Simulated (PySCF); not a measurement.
**Towards the basis-set limit for GaBr**

State: ¹Σ⁺, singlet, closed shell. De refers to Ga + Br. RHF-based CCSD(T) in PySCF 2.14 with Ga cc-pwCVDZ-PP with ECP10, Br aug-cc-pVDZ-PP with ECP10 and Ga cc-pwCVTZ-PP with ECP10, Br aug-cc-pVTZ-PP with ECP10 (frozen core orbitals: 13; scalar-relativistic core potentials). Correlation energies are extrapolated as n⁻³ (n = 2, 3), Hartree–Fock as (n+1)·exp(−9√n).

```tsv
Level	Re (Å)	ωe (cm⁻¹)	ωexe (cm⁻¹)	αe (cm⁻¹)	De (eV)
CCSD(T)/DZ	2.3966	252.5	0.622	0.000316	4.094
CCSD(T)/TZ	2.3668	264.1	0.676	0.000320	4.249
HF/CBS	2.3905	255.6	0.699	0.000330	3.189
MP2/CBS	2.3480	269.7	0.684	0.000323	4.478
CCSD/CBS	2.3592	267.4	0.697	0.000323	4.177
CCSD(T)/CBS	2.3596	267.2	0.688	0.000321	4.321
```

Q: How much is left between CCSD(T)/TZ and the basis-set limit, and how much do the triples give at the limit?

A: CCSD(T)/CBS less CCSD(T)/TZ: -7.2 mÅ in Re, +3.1 cm⁻¹ in ωe and +0.072 eV in De. CCSD(T)/CBS less CCSD/CBS: +0.4 mÅ in Re, -0.2 cm⁻¹ in ωe and +0.144 eV in De.

The T1 diagnostic is 0.016. The open-shell atoms are computed with UHF. Spin–orbit coupling, excitations beyond (T) and corrections to the Born–Oppenheimer picture are left out.

The whole job (state search and all basis sets along the bond) took about 4.7 min on 4 threads of Arm Neoverse V2 (shared host), peak memory 3.8 GiB.
